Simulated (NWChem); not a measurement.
System: C2H7B; SMILES BCC

```xyz
10

B     -0.2890    -1.4312     0.0273
H      0.2863    -2.4790     0.2265
H     -1.4782    -1.4650    -0.2096
C      0.5114    -0.1003    -0.0175
C     -0.2431     1.2222     0.0247
H      1.0159    -0.2261    -1.0065
H      1.3601    -0.1184     0.6891
H     -0.7108     1.3805     1.0090
H     -1.0516     1.2464    -0.7224
H      0.4132     2.0858    -0.1658
```
Atoms are numbered in this order, from 1.

All runs use the structure optimised with PBE0/def2-SVP.

Q: List the 4 lowest vertical singlet excitations from CAM-B3LYP/def2-SVPD, TDA (NWChem).

A: 
```tsv
state	energy (eV)	oscillator strength	leading excitation (squared amplitude)
S1	5.88	0.001	HOMO → LUMO (0.61)
S2	5.94	0.001	HOMO−1 → LUMO (0.62)
S3	7.89	0.050	HOMO−2 → LUMO (0.94)
S4	8.43	0.007	HOMO−3 → LUMO (0.70)
```
